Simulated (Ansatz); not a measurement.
H3NSi, SMILES `N[SiH]` (lower singlet) (charge 0, multiplicity 1). This singlet lies 1.81 eV below the relaxed triplet at the level composite: frozen-core CCSD(T) with HF/cc-pVQZ and the correlation energy extrapolated as X^-3 from cc-pVTZ and cc-pVQZ, plus CCSDT(Q) minus CCSD(T) in cc-pVDZ // PBE0-D3(BJ)/def2-TZVP (Ansatz, a quantum-chemistry and plane-wave program).

Z-matrix (Å, degrees):
```
N
H 1 1.0080
H 1 1.0082 2 112.05
Si 1 1.7070 2 126.27 3 -179.99
H 4 1.5321 1 94.07 2 -0.03
```
Charge 0, spin multiplicity 1.

Frozen-core energies in 6-31g from Ansatz at a geometry from PBE0-D3(BJ)/def2-TZVP; the HF reference has <S^2> = 0.00 and the T1 diagnostic is 0.020.

```json
[
 {"level": "HF", "energy (Ha)": "-345.04118", "difference from CCSDTQ (mHa)": "185.02"},
 {"level": "MP2", "energy (Ha)": "-345.20025", "difference from CCSDTQ (mHa)": "25.95"},
 {"level": "CCSD", "energy (Ha)": "-345.22140", "difference from CCSDTQ (mHa)": "4.81"},
 {"level": "CCSD(T)", "energy (Ha)": "-345.22530", "difference from CCSDTQ (mHa)": "0.90"},
 {"level": "CCSDT", "energy (Ha)": "-345.22573", "difference from CCSDTQ (mHa)": "0.47"},
 {"level": "CCSDT(Q)", "energy (Ha)": "-345.22626", "difference from CCSDTQ (mHa)": "-0.06"},
 {"level": "CCSDTQ", "energy (Ha)": "-345.22620", "difference from CCSDTQ (mHa)": "0.00"}
]
```
